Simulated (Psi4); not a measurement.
dimethyl selenide (C2H6Se), singlet, geometry from GFN2-xTB; SVWN/def2-TZVPD (Psi4).

Input for Psi4:
```
memory 2 GB

molecule mol {
0 1
  C     1.427456   -0.352530    0.804101
  Se    0.018572    0.177668   -0.439477
  C    -1.491744   -0.262468    0.717145
  H     1.320476   -1.409446    1.036687
  H     2.381536   -0.173149    0.317011
  H     1.351604    0.247522    1.707869
  H    -1.464083   -1.323538    0.953742
  H    -2.402307   -0.025560    0.174512
  H    -1.432956    0.333430    1.624923
}

set basis def2-tzvpd
set reference rks
set s_tolerance 1e-2
set s_orthogonalization canonical

energy('svwn')
print_variables()
```

Output, abridged:

```
   => Loading Basis Set <=

    Name: DEF2-TZVPD
    Role: ORBITAL
    Keyword: BASIS

         ---------------------------------------------------------
                                   SCF
               by Justin Turney, Rob Parrish, Andy Simmonett
                          and Daniel G. A. Smith
                              RKS Reference
         ---------------------------------------------------------

  ==> Geometry <==

    Molecular point group: c1
    Full point group: C1

    Geometry (in Angstrom), charge = 0, multiplicity = 1:

       Center              X                  Y                   Z               Mass
    ------------   -----------------  -----------------  -----------------  -----------------
         C            1.423226406397    -0.392993409261     0.904191298100    12.000000000000
         SE           0.014342406397     0.137204590739    -0.339386701900    79.916521800000
         C           -1.495973593603    -0.302931409261     0.817235298100    12.000000000000
         H            1.316246406397    -1.449909409261     1.136777298100     1.007825032230
         H            2.377306406397    -0.213612409261     0.417101298100     1.007825032230
         H            1.347374406397     0.207058590739     1.807959298100     1.007825032230
         H           -1.468312593603    -1.364001409261     1.053832298100     1.007825032230
         H           -2.406536593603    -0.066023409261     0.274602298100     1.007825032230
         H           -1.437185593603     0.292966590739     1.725013298100     1.007825032230

  Running in c1 symmetry.

  Rotational constants: A =      0.37828  B =      0.22833  C =      0.15058 [cm^-1]
  Rotational constants: A =  11340.51733  B =   6845.30486  C =   4514.38629 [MHz]
  Nuclear repulsion =  186.343258366305463

  Charge       = 0
  Multiplicity = 1
  Electrons    = 52
  Nalpha       = 26
  Nbeta        = 26

  ==> Algorithm <==

  SCF Algorithm Type is DF.
  DIIS enabled.
  MOM disabled.
  Fractional occupation disabled.
  Guess Type is SAD.
  Energy threshold   = 1.00e-06
  Density threshold  = 1.00e-06
  Integral threshold = 1.00e-12

  ==> Primary Basis <==

  Basis Set: DEF2-TZVPD
    Blend: DEF2-TZVPD
    Number of shells: 75
    Number of basis functions: 185
    Number of Cartesian functions: 205
    Spherical Harmonics?: true
    Max angular momentum: 3

  ==> DFT Potential <==

   => LibXC <=

    Version 7.1.2
    S. Lehtola, C. Steigemann, M. J. T. Oliveira, and M. A. L. Marques,  SoftwareX 7, 1–5 (2018) (10.1016/j.softx.2017.11.002)

   => Composite Functional: SVWN <=

    Slater exchange
    Vosko, Wilk & Nusair (VWN5_RPA)
    P. A. M. Dirac,  Math. Proc. Cambridge Philos. Soc. 26, 376 (1930) (10.1017/S0305004100016108)
    F. Bloch,  Z. Phys. 57, 545 (1929) (10.1007/BF01340281)
    S. H. Vosko, L. Wilk, and M. Nusair,  Can. J. Phys. 58, 1200 (1980) (10.1139/p80-159)

    Deriv               =              1
    GGA                 =          FALSE
    Meta                =          FALSE

    Exchange Hybrid     =          FALSE
    MP2 Hybrid          =          FALSE

   => Exchange Functionals <=

    1.0000         XC_LDA_X

   => Correlation Functionals <=

    1.0000   XC_LDA_C_VWN_RPA

   => LibXC Density Thresholds  <==

    XC_LDA_C_VWN_RPA:  1.00E-15
    XC_LDA_X:  1.00E-15

   => Molecular Quadrature <=

    Radial Scheme          =       TREUTLER
    Pruning Scheme         =           NONE
    Nuclear Scheme         =       TREUTLER

    Blocking Scheme        =         OCTREE
    BS radius alpha        =              1
    Pruning alpha          =              1
    Radial Points          =             75
    Spherical Points       =            302
    Total Points           =         195795
    Total Blocks           =           1507
    Max Points             =            256
    Max Functions          =            183
    Weights Tolerance      =       1.00E-15

   => Loading Basis Set <=

    Name: (DEF2-TZVPD AUX)
[...]
  Using in-core AOs.

  ==> MemDFJK: Density-Fitted J/K Matrices <==

    J tasked:                   Yes
    K tasked:                    No
    wK tasked:                   No
    Algorithm:                 Core
    Schwarz Cutoff:           1E-12
    Mask sparsity (%):       0.4383
    Fitting Condition:        1E-10

   => Auxiliary Basis Set <=

  Basis Set: (DEF2-TZVPD AUX)
    Blend: DEF2-UNIVERSAL-JKFIT
    Number of shells: 146
    Number of basis functions: 524
    Number of Cartesian functions: 669
    Spherical Harmonics?: true
    Max angular momentum: 5

    Using canonical orthogonalization.
  Minimum eigenvalue in the overlap matrix is 2.5242616353E-05.
  Reciprocal condition number of the overlap matrix is 2.3466511731E-06.
  Overall, 25 of 185 possible MOs eliminated.

  ==> Pre-Iterations <==

  SCF Guess: Superposition of Atomic Densities via on-the-fly atomic UHF (no occupation information).

   -------------------------
    Irrep   Nso     Nmo
   -------------------------
     A        185     160
   -------------------------
    Total     185     160
   -------------------------

  ==> Iterations <==

                           Total Energy        Delta E     RMS |[F,P]|

   @DF-RKS iter SAD: -2475.47805370971992   -2.47548e+03   0.00000e+00
   @DF-RKS iter   1: -2477.10757752684731   -1.62952e+00   1.46249e-02 ADIIS/DIIS
   @DF-RKS iter   2: -2475.91455148223440    1.19303e+00   1.90482e-02 ADIIS/DIIS
   @DF-RKS iter   3: -2478.23553931725201   -2.32099e+00   1.75130e-03 ADIIS/DIIS
   @DF-RKS iter   4: -2478.25444223163458   -1.89029e-02   1.23991e-03 ADIIS/DIIS
   @DF-RKS iter   5: -2478.27280782192474   -1.83656e-02   3.73029e-04 ADIIS/DIIS
   @DF-RKS iter   6: -2478.27462532542768   -1.81750e-03   5.20103e-05 DIIS
   @DF-RKS iter   7: -2478.27466578372241   -4.04583e-05   7.13500e-06 DIIS
   @DF-RKS iter   8: -2478.27466654692898   -7.63207e-07   1.97307e-06 DIIS
   @DF-RKS iter   9: -2478.27466661765038   -7.07214e-08   2.54812e-07 DIIS
  Energy and wave function converged.

  ==> Post-Iterations <==

   Electrons on quadrature grid:
      Ntotal   =   52.0000187395 ; deviation = 1.874e-05

    Orbital Energies [Eh]
    ---------------------

    Doubly Occupied:

[...]
    Virtual:

[...]
    Final Occupation by Irrep:
              A
    DOCC [    26 ]
    NA   [    26 ]
    NB   [    26 ]

  @DF-RKS Final Energy: -2478.27466661765038

   => Energetics <=

    Nuclear Repulsion Energy =            186.3432583663054629
    One-Electron Energy =               -3820.6885345240825700
    Two-Electron Energy =                1253.0865188536390633
    DFT Exchange-Correlation Energy =     -97.0159093135123101
    Empirical Dispersion Energy =           0.0000000000000000
    VV10 Nonlocal Energy =                  0.0000000000000000
    Total Energy =                      -2478.2746666176503822

Computation Completed

Properties will be evaluated at   0.000000,   0.000000,   0.000000 [a0]

Properties computed using the SCF density matrix

 Multipole Moments:

 ------------------------------------------------------------------------------------
     Multipole            Electronic (a.u.)      Nuclear  (a.u.)        Total (a.u.)
 ------------------------------------------------------------------------------------

 L = 1.  Multiply by 2.5417464519 to convert [e a0] to [Debye]
 Dipole X            :          0.3918499           -0.4156431           -0.0237932
 Dipole Y            :          3.7485855           -3.9761997           -0.2276142
 Dipole Z            :         -9.2724303            9.8354528            0.5630225
 Magnitude           :                                                    0.6077571

 ------------------------------------------------------------------------------------

  Variable Map:
  ----------------------------------------------------------------------------
[...]
  Array Variable Map:
  ----------------------------------------------------------------------------
[...]
[...]
```
